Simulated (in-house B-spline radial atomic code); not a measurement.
Values are calculated unless marked as measured or tabulated.
## Building a PAW s channel for Cu, r_c = 2.07 bohr

Cu, [Ar] 3d10 4s1, non-relativistic LDA (VWN5), spherical and spin-unpolarised, from a B-spline radial code for spherical atoms (atomic units; all potentials screened as in the neutral atom).

Two all-electron partial waves φ1, φ2 are integrated outwards at E1 = ε(4s) = -0.172056 and E2 = E1 + 1 hartree; φ1 is the bound orbital and φ2 has unit norm inside r_c = 2.0671 bohr. Smooth partners are polynomials, r^1(a0 + a1 r² + a2 r⁴ + a3 r⁶), matched to φ and three derivatives at r_c, with no condition on the norm. The local potential is -4.41239 + (2.55824) r² + (-0.622127) r⁴ + (0.0555572) r⁶ inside 1.6924 bohr and the all-electron one outside.

```json
{"wave": "1", "φ(r_c)": "0.6092876", "φ'(r_c)": "0.09401777", "a0": "0.2305601", "a1": "0.08112589", "a2": "-0.02192682", "a3": "0.001511087"}
{"wave": "2", "φ(r_c)": "0.6737956", "φ'(r_c)": "-1.470583", "a0": "1.057956", "a1": "-0.0488661", "a2": "-0.04820494", "a3": "0.004575068"}
```

Inside r_c the overlaps are <φi φj> = [[0.24579, 0.47968], [0.47968, 1.00000]] and, for the smooth waves, [[0.27689, 0.60464], [0.60464, 1.47243]]. With χj = (Ej − T − V_local) applied to smooth wave j, the program's quadrature gives the matrix B_ij = <smooth i, χj> as [[0.22463, 0.81183], [0.68687, 2.52271]].

(1) Check the match of the first wave, and find the augmentation charges q_ij.

(2) B isn't symmetric. Show that D_ij = B_ij + Ej q_ij is.

Solving (T + V_local + Σ p D p) ψ = E (1 + Σ p q p) ψ in a sphere of 9 bohr, whose wall lifts the free-atom level a little, gives these levels:

```
all-electron  one projector  two projectors
   -0.171513      -0.171513      -10.925900
    0.096956       0.096156       -0.171513
    0.433297       0.423260        0.096955
    0.925113       0.807347        0.433294
    1.563000       1.077720        0.925112
```

(3) What does the second projector gain?

Answers

(1) At r_c the four terms are 0.47659, 0.71655, -0.82753, 0.24368, which sum to 0.6093, φ1(r_c) to rounding. q_ij is the all-electron overlap less the smooth one: [[-0.03110, -0.12496], [-0.12496, -0.47243]]. The smooth first wave has a norm of 0.2769 inside r_c against 0.2458, so q11 is negative and must stay small enough for the overlap operator to be positive.

(2) Integrating by parts gives B12 − B21 = (E1 − E2) q12: 0.81183 − (0.68687) = 0.12496, and −1 × (-0.12496) = 0.12496. So D12 = 0.81183 + (0.827944)(-0.12496) = 0.70837 and D21 = 0.68687 + (-0.172056)(-0.12496) = 0.70837; D11 = 0.22998, D22 = 2.13156. The projectors, p = (B⁻¹)ᵀ χ, are dual to the smooth waves; det B = 0.0091.

(3) With one projector the errors are 0.00, -0.80, -10.04, -117.77 millihartree, and the level at 1.0777 is out of step with the all-electron series: an extra state, or one far too low, so the pairing ends there. With two a ghost lies below the reference level, so the set fails. The lowest eigenvalue of the overlap operator is 0.7147 with one and 0.02258 with two projectors. The smooth orbital alone needs a cutoff of 3.81 hartree for 1 millihartree of kinetic energy, against 8 for a norm-conserving Troullier-Martins orbital of the same radius, which is no gain while the set fails.
